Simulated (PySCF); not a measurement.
Species: C₃H₁₁BO₂Si.
Numbering: `[CH3:1][CH:2]([CH3:3])[SiH2:4][B:5]([OH:6])[OH:7]` (hydrogens: H8, H9, H10 on C1; H11 on C2; H12, H13, H14 on C3; H15, H16 on Si4; H17 on O6; H18 on O7)

The closed-shell SCF was solved with PySCF and density fitting under several settings on one GFN2-xTB geometry (grid level 2 and gas phase unless stated).

| settings | basis functions | SCF cycles | E (Eh) | HOMO (eV) | LUMO (eV) | dipole (D) |
| --- | --- | --- | --- | --- | --- | --- |
| PBE0/pcSseg-1 | 181 | 14 | -585.3267 | -7.76 | -0.08 | 1.36 |
| PBE0/def2-SVPD | 238 | 14 | -585.0858 | -7.75 | -0.21 | 1.17 |
| PBE0/6-31G, level shift 0.1 Eh | 89 | 10 | -585.2257 | -7.60 | 0.30 | 1.50 |
| WP04/def2-SVPD, grid level 4 | 238 | 14 | -595.6784 | -8.92 | -2.07 | 1.19 |
| PBE0/ANO-RCC-VDZP | 157 | 14 | -585.3418 | -7.70 | -0.09 | 1.10 |

Q: Estimate the rows for these settings: (1) LDA/6-311G**, grid level 3; (2) PBE0/cc-pVDZ.

A: 
```tsv
settings	basis functions	SCF cycles	E (Eh)	HOMO (eV)	LUMO (eV)	dipole (D)
LDA/6-311G**, grid level 3	200	15	-582.2738	-6.51	-1.10	1.49
PBE0/cc-pVDZ	157	14	-585.3782	-7.57	0.17	1.44
```

Q: Over all rows, what range does the HOMO–LUMO gap span?

A: From 5.41 eV (LDA/6-311G**, grid level 3) to 7.90 eV (PBE0/6-31G, level shift 0.1 Eh). The functional of the narrowest has no exact exchange, that of the widest 25 % exact exchange.

Q: And the dipole moment?

A: From 1.10 D (PBE0/ANO-RCC-VDZP) to 1.50 D (PBE0/6-31G, level shift 0.1 Eh); the largest is 1.36 times the smallest, and the median is 1.36 D.

Q: Compare two rows with the functional PBE0: PBE0/cc-pVDZ and PBE0/6-31G, level shift 0.1 Eh. Which energy is lower, and by how much?

A: PBE0/cc-pVDZ (157 functions) lies 0.1525 Eh or 96 kcal/mol below PBE0/6-31G, level shift 0.1 Eh (89 functions).

Cycle counts include a coarse-grid stage where the run had one. All basis functions are spherical, in the Pople sets too. WP04 was designed for NMR shieldings or shifts; total energies of different functionals aren't comparable. ANO-RCC sets were contracted for a scalar-relativistic Hamiltonian, but ran non-relativistically here.

The values belong to the conformer `[CH3:1][CH:2]([CH3:3])[SiH2:4][B:5]([OH:6])[OH:7]`: C1–C2–Si4–B5 -62°, C2–Si4–B5–O6 -164°, H–O6–B5–Si4 0°, H–O7–B5–Si4 180°.
